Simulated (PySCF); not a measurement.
C₃H₁₀OSi₂, SMILES C[C@@H]1O[C@H]([SiH3])[SiH2]1.

The structure is a stationary point at PBE-D3(BJ)/def2-SVP. The structure was generated by enumeration; whether it is a known compound was not checked.

Computed with TDA-PBE0/def2-SVPD (PySCF 2.14.0).

Vertical excitations. The molecule is in vacuum.

```csv
state,energy (eV),λ (nm),f,main pairs
S1,5.62,220,0.007,HOMO→LUMO 98 %
S2,6.20,200,0.007,"HOMO→LUMO+1 66 %, HOMO→LUMO+2 30 %"
S3,6.38,194,0.020,"HOMO−1→LUMO 83 %, HOMO−2→LUMO 14 %"
S4,6.57,189,0.003,"HOMO→LUMO+2 62 %, HOMO→LUMO+1 32 %"
S5,6.82,182,0.060,"HOMO−2→LUMO 80 %, HOMO−1→LUMO 13 %"
S6,7.08,175,0.037,HOMO→LUMO+3 83 %
T1,5.39,230,0,HOMO→LUMO 90 %
T2,5.81,213,0,"HOMO→LUMO+2 44 %, HOMO→LUMO+1 38 %"
```
Triplets are in the Tamm–Dancoff approximation.
